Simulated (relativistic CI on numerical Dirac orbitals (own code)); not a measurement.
Line list: Electric-dipole lines, Sr5+

These numbers are calculated, not measured: Dirac-Coulomb-Breit CI, KLI orbitals optimised for each configuration, model QED (radiative potential, 1s self-energy scaled to tabulated hydrogen-like ionisation energies), valence Slater integrals scaled by 0.85, P86 correlation energy added to each configuration (own radial code, finite nucleus).

Configurations in the expansion (outside the closed core [Ar] 3d10): 4s²4p³, 4s4p⁴, 4s²4p²4d, 4p⁵, 4s4p³4d, 4s²4p²4f, 4s²4p²5s, 4s4p³4f, 4s²4p²5p, 4s²4p²5d, 4p⁴4d, 4s²4p²6s, 4s4p²4d², 4s²4p4d², 4s²4d³, 4s4p4d³, 4s²4d²4f, 4s²4d²5s, 4s4p4d²4f, 4p³4d², 4p²4d³, 4p²4d²4f, 4p²4d²5s. Double excitations out of closed p, d and f shells are left out; levels of such configurations are missing from the list, as are those of other unlisted configurations, and high levels can miss mixing partners. These lack a partner that the ground configuration has and come out too high: 4s²4p²5p, 4s²4p²5d, 4s²4p²6s.

| λ vac (nm) | Lower | Upper | A (s⁻¹) | gf | Branching (%) |
| --- | --- | --- | --- | --- | --- |
| 35.028 | 4s²4p³ ²D°5/2 [3] | 4s²4p²4d ²F7/2 [37] | 8.14e+10 | 1.20e+01 | 100.0 |
| 35.048 | 4s4p⁴ ⁴P5/2 [6] | 4s4p³4d ⁴D°7/2 [110] | 3.86e+10 | 5.69e+00 | 98.2 |
| 35.051 | 4s²4p³ ²D°3/2 [2] | 4s²4p²4d ²F5/2 [36] | 7.14e+10 | 7.89e+00 | 88.6 |
| 35.260 | 4s²4p³ ²P°1/2 [4] | 4s²4p²4d ²D3/2 [41] | 4.98e+10 | 3.71e+00 | 74.7 |
| 35.445 | 4s4p⁴ ⁴P3/2 [7] | 4s4p³4d ⁴D°5/2 [114] | 4.98e+10 | 5.63e+00 | 82.0 |
| 35.573 | 4s4p⁴ ⁴P5/2 [6] | 4s4p³4d ⁴P°5/2 [104] | 3.84e+10 | 4.38e+00 | 88.8 |
| 35.587 | 4s4p⁴ ⁴P5/2 [6] | 4s4p³4d ⁴P°3/2 [103] | 4.84e+10 | 3.67e+00 | 96.3 |
| 35.693 | 4s4p⁴ ²D5/2 [10] | 4s4p³4d ²F°7/2 [139] | 3.01e+10 | 4.60e+00 | 81.2 |
| 35.720 | 4s²4p³ ⁴S°3/2 [1] | 4s²4p²4d ⁴P3/2 [29] | 6.10e+10 | 4.67e+00 | 98.2 |
| 35.792 | 4s4p⁴ ²D3/2 [9] | 4s4p³4d ²F°5/2 [136] | 4.01e+10 | 4.62e+00 | 65.6 |
| 35.939 | 4s²4p³ ²D°3/2 [2] | 4s²4p²4d ²D3/2 [33] | 4.28e+10 | 3.32e+00 | 76.5 |
| 35.943 | 4s²4p³ ²P°3/2 [5] | 4s²4p²4d ²D5/2 [40] | 6.87e+10 | 7.98e+00 | 95.6 |
| 36.046 | 4s²4p³ ⁴S°3/2 [1] | 4s²4p²4d ⁴P5/2 [27] | 6.26e+10 | 7.31e+00 | 97.0 |
| 36.299 | 4s²4p³ ²D°5/2 [3] | 4s²4p²4d ²D5/2 [34] | 2.25e+10 | 2.67e+00 | 80.5 |
| 37.287 | 4s²4p³ ²D°5/2 [3] | 4s²4p²4d ²D5/2 [32] | 2.46e+10 | 3.07e+00 | 80.7 |
| 37.620 | 4s²4p²4d ⁴F5/2 [15] | 4s²4p4d² ⁴G°7/2 [188] | 3.05e+10 | 5.17e+00 | 68.5 |
| 37.693 | 4s²4p²4d ⁴F7/2 [16] | 4s²4p4d² ⁴G°9/2 [194] | 3.30e+10 | 7.03e+00 | 74.5 |
| 37.699 | 4s²4p²4d ⁴F9/2 [19] | 4s²4p4d² ⁴G°11/2 [200] | 4.10e+10 | 1.05e+01 | 96.6 |
| 40.154 | 4s²4p³ ²D°5/2 [3] | 4s²4p²4d ²P3/2 [25] | 2.47e+10 | 2.38e+00 | 59.0 |
| 45.375 | 4s²4p²4d ⁴F9/2 [19] | 4s²4p²4f ⁴G°11/2 [135] | 1.66e+10 | 6.13e+00 | 99.1 |

Terms are leading LS components. Brackets give the number of a level in order of energy, since labels repeat. The list gives strong lines, with weight on those to low levels, without lines whose two gauges differ by over a factor of 2.5, among the lowest 200 of 3579 levels, so that lines to higher ones, which can be the strongest, are missing. Levels whose partners in the same complex of configurations lie outside the list can be far off, and so can their lines. Rates are taken at the computed energies, electric ones in the length gauge.

At this charge configurations can still be misplaced by up to about 7 % of their energy. 17 of the 20 excited levels that our extract of the measured tables holds in this range could be paired (the sources list more); they are missed by 6914 cm⁻¹ on average and 13816 at most, and levels without a partner can miss by more.

LS names give the leading component of a level, which can be under half, so a name can repeat, a term be missing and a line seem to break the LS rules.
